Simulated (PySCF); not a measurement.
**Pm²⁴⁺: ionisation energy**

Pm²⁴⁺ [Kr] 4d1 [4d3/2^1, M_J = 3/2] → Pm²⁵⁺ [Kr], as a difference of total energies. Computed with PySCF 2.14 in an uncontracted even-tempered set (17 s from 1.8 bohr⁻², ratio 2.8; 14 p from 2.3 bohr⁻², ratio 2.8; 9 d from 2.3 bohr⁻², ratio 2.8; 3 f from 8.2 bohr⁻², ratio 3), with the two-component X2C-1e Hamiltonian. Correlated levels: [Ar] 3d10 frozen; the 92 highest virtual spinors dropped. "Screened" scales the spin-orbit matrix elements by Boettger's factors to mimic the two-electron term; Breit and QED terms are absent.

```tsv
method	ionisation energy (eV)
GHF (spin-free)	762.91
GMP2 (spin-free)	763.20
GHF (screened spin-orbit)	766.69
GMP2 (screened spin-orbit)	767.04
```

**Question.** How much does correlation contribute at GMP2 (screened spin-orbit)?

**Answer.** 767.04 − (766.69) = 0.35 eV, measured against GHF (screened spin-orbit).

Breit and QED terms and the two-electron picture change are absent.

The spin-free rows lack the spin-orbit shift.

For comparison: 767 ± 4 eV (theoretical estimate listed by NIST; NIST Atomic Spectra Database, ionization energies).
